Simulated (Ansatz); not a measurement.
Input file for Ansatz (a first-principles code): U-PBE/def2-TZVPP on ScS, 2S+1 = 2, a spin state set in the input, which need not be the lowest, a point of a bond scan (R = 2.128 Å).

Ansatz 0.2 input:
```yaml
crystal:
  periodic: [false, false, false]
  atoms:
    - {symbol: Sc, position_ang: [0.00000000, 0.00000000, 0.00000000]}
    - {symbol: S, position_ang: [0.00000000, 0.00000000, 2.12772400]}
basis:
  gaussian:
    orbitals: def2-TZVPP
    pivot_positions_ang: [[0.00000000, 0.00000000, 0.00000000], [0.00000000, 0.00000000, 2.12772400]]
hamiltonian:
  xc: {name: PBE}
magnetization: {spin_polarized: true, initial_magnetization: 1}
output: {forces: true, orbitals: {seedname: ./end}}
```

The head of its log:

```
WARN ansatz: RAYON_NUM_THREADS=1 ignored (pool sized by the plan → 1); use --threads N
Functional definition: PBE
integrals: 0.03 GiB planned
723 factors; their error is unknown
mean field: 0.33 GiB planned
mean field evaluation 1: about -31518.8617 eV, gradient 3.2e1 eV
mean field evaluation 2: about -31502.4168 eV, gradient 6.3e1 eV
```

Problem. What total energy does the run end on?

Solution. -1158.5237 hartree.
